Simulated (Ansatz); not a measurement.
`B[SiH](O)[SiH3]` + CH₃OH → `B[SiH](O)OC` + SiH₄  (cleavage of the Si–Si bond)

Computed with Ansatz on PBE0-D4/def2-TZVP structures; ΔE is electronic, products minus reactants. CBS: MP2 limit from def2 TZ/QZ plus the TZ coupled-cluster correction, frozen cores. This one scheme is used for every species. Each species was taken in one conformer, which may not be the lowest.

```tsv
level	ΔE (kJ/mol)
MP2/def2-TZVPP	-120.7
CCSD/def2-TZVPP	-115.9
MP2/def2-QZVPP	-119.5
CCSD/CBS(def2)	-113.1
```

Problem. What does CCSD(T)/CBS give? (An estimate is asked.)

Solution. Ansatz gave: -110.4 kJ/mol. The listed levels differ from it by -10.3, -5.5, -9.1, -2.7 kJ/mol.

Largest T1 diagnostic among the species: 0.014.

In def2-TZVPP, CCSD(T) changes the Hartree–Fock value by +21.5 kJ/mol (the triples alone add +2.7 kJ/mol) and MP2 by +14.0 kJ/mol. From PBE to PBE0 (25 % exact exchange), in def2-TZVPP and without D4, ΔE moves by −7.8 kJ/mol.
